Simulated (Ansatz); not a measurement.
Ideal-gas functions of AlBClH3N2 (`[NH2][Al]1[NH][B]1Cl`) at 400 K and 1 bar, from an Ansatz frequency run at PBE0-D4/def2-TZVP.

Molar mass 104.28 g/mol, point group Cs (symmetry number 1), electronic degeneracy 1, moments of inertia 29.166, 412.542, 441.708 u Å². Harmonic wavenumbers (cm⁻¹, unscaled): 112, 138, 257, 285, 324, 358, 385, 614, 647, 744, 833, 937, 1045, 1342, 1561, 3531, 3609, 3701.

Use S(trans) = R[1.5 ln M + 2.5 ln T − 1.1517]; rotational temperatures θ = 24.2544 K / I; S(rot) = R[ln(√π/σ · √(T³/θAθBθC)) + 1.5]; for each mode x = 1.438777 ν̃/T, S = R[x/(eˣ − 1) − ln(1 − e⁻ˣ)] and H = RT x/(eˣ − 1); 1 cm⁻¹ = 0.0119627 kJ/mol; R = 8.31446 J/(mol·K).

Q: By hand: the entropy, in J/(mol·K).

A: Translation 172.9. Rotation: θ = 0.8316, 0.0588, 0.0549 K, giving 116.6. Vibration, mode by mode: 15.93, 14.22, 9.26, 8.46, 7.50, 6.76, 6.24, 3.23, 2.95, 2.24, 1.74, 1.29, 0.94, 0.39, 0.20, 0.00, 0.00, 0.00, in all 81.4. Electronic 0.0. Sum 370.9 J/(mol·K).

Q: By hand: H − E and G − E in kJ/mol, counted from the electronic energy.

A: Zero-point energy ½ × 20423 × 0.0119627 = 122.2; thermal vibration 17.9; translation, rotation and pV give 4 RT = 13.3. H − E = 153.4 kJ/mol, and G − E = 153.4 − 400 × 370.9/1000 = 5.0 kJ/mol.

Vibration gives 22 % of the entropy, 30.2 J/(mol·K) of it from the modes under 150 cm⁻¹: soft modes count most, and the harmonic formula is weakest for them. The sum counts one conformer and one mirror image; others add a mixing term.
